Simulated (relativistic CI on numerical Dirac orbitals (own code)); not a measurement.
# One change at a time: Mn5+

Base calculation: Dirac-Coulomb-Breit CI, separate exchange-only KLI orbitals for each configuration, a model potential for QED, valence Slater integrals scaled by 0.85, P86 correlation energy added to each configuration.

Configuration list (outside the closed core [Ne]): 3s2.3p6.3d2, 3s2.3p6.3d.4s, 3s2.3p5.3d3, 3s2.3p6.3d.4p, 3s2.3p6.3d.4d, 3s.3p6.3d3, 3s2.3p6.3d.5s, 3s2.3p6.3d.4f, 3s2.3p6.3d.5p, 3s2.3p6.4s2, 3s2.3p6.3d.5d, 3s2.3p6.3d.5f, 3s2.3p6.3d.5g, 3s2.3p6.4s.4p, 3s2.3p5.3d2.4s. Double excitations out of closed p, d and f shells are left out; levels of such configurations are missing from the list, as are those of other unlisted configurations, and high levels can miss mixing partners.

Variants: (1) Slater integrals left unscaled; (2) valence Slater integrals scaled by 0.75; (3) QED terms removed; (4) only the first 3 configurations. Shifts of the energy above 3s2.3p6.3d2 3F_2, in cm⁻¹, for the lowest level and the first level of each name with at least 55 % of one term (blank where a level changes its place among those of its configuration and J or its character, or is not in the variant):

| Level | Base | Δ(1) | Δ(2) | Δ(3) | Δ(4) | Measured |
| --- | --- | --- | --- | --- | --- | --- |
| 3s2.3p6.3d2 3F_2 | 0 | 0 | 0 | 0 | 0 | 0 |
| 3s2.3p6.3d2 3F_3 | 719 | -3 | +3 | -3 | +1 | 746 |
| 3s2.3p6.3d2 3F_4 | 1607 | 0 | 0 | -7 | +5 | 1669 |
| 3s2.3p6.3d2 1D_2 | 15164 | +2340 | -1590 | -3 | +829 | 15336 |
| 3s2.3p6.3d2 3P_0 | 17361 | +2677 | -1833 | -1 | +1227 | 17782 |
| 3s2.3p6.3d2 3P_1 | 17623 | +2671 | -1828 | -3 | +1227 | 18057 |
| 3s2.3p6.3d2 3P_2 | 18181 | +2653 | -1812 | -6 | +1208 | 18628 |
| 3s2.3p6.3d2 1G_4 | 24227 | +4023 | -2693 | -4 | +267 | 25511 |
| 3s2.3p6.3d2 1S_0 | 59400 | +10448 | -6950 | -5 | +86 |  |
| 3s2.3p6.3d.4s 3D_1 | 256789 | +1946 | -1283 | -116 | -495 | 250097 |
| 3s2.3p6.3d.4s 3D_2 | 257208 | +1957 | -1293 | -117 | -489 | 250527 |
| 3s2.3p6.3d.4s 3D_3 | 258054 | +1944 | -1282 | -121 | -494 | 251403 |
| 3s2.3p6.3d.4s 1D_2 | 261869 | +2639 | -1751 | -118 | -188 | 255240 |
| 3s2.3p6.3d.4p 1D°_2 | 324824 | +566 | -418 | -34 |  | 319821 |
| 3s2.3p6.3d.4p 3D°_1 | 326292 | +899 | -631 | -33 |  | 321694 |
| 3s2.3p6.3d.4p 3D°_2 | 327006 | +887 | -620 | -36 |  | 322410 |
| 3s2.3p6.3d.4p 3D°_3 | 327861 | +911 | -645 | -38 |  | 323282 |
| 3s2.3p6.3d.4p 3F°_2 | 328645 | +1339 | -902 | -33 |  | 323796 |
| 3s2.3p6.3d.4p 3F°_3 | 329651 | +1370 | -929 | -36 |  | 324849 |
| 3s2.3p6.3d.4p 3F°_4 | 331147 | +1395 | -953 | -41 |  | 326373 |
| 3s2.3p6.3d.4p 3P°_1 | 334147 | +2163 | -1470 | -35 |  | 329634 |
| 3s2.3p6.3d.4p 3P°_0 | 334244 | +2145 | -1455 | -35 |  | 329729 |

At this charge configurations can still be misplaced by up to about 7 % of their energy. 38 of the 38 excited levels that our extract of the measured tables holds in this range could be paired (the sources list more); they are missed by 4452 cm⁻¹ on average and 6692 at most, and levels without a partner can miss by more. Some levels of the ground configuration have no partner and can miss by 10 % or more.

Measured levels: Corliss and Sugar, J. Phys. Chem. Ref. Data 6, 1253 (1977).

Ionisation energy from the two ground configurations alone: base 95.85 eV; Slater integrals left unscaled 96.1 eV; valence Slater integrals scaled by 0.75 95.69 eV. The NIST ASD value (measured) is 95.604 eV.
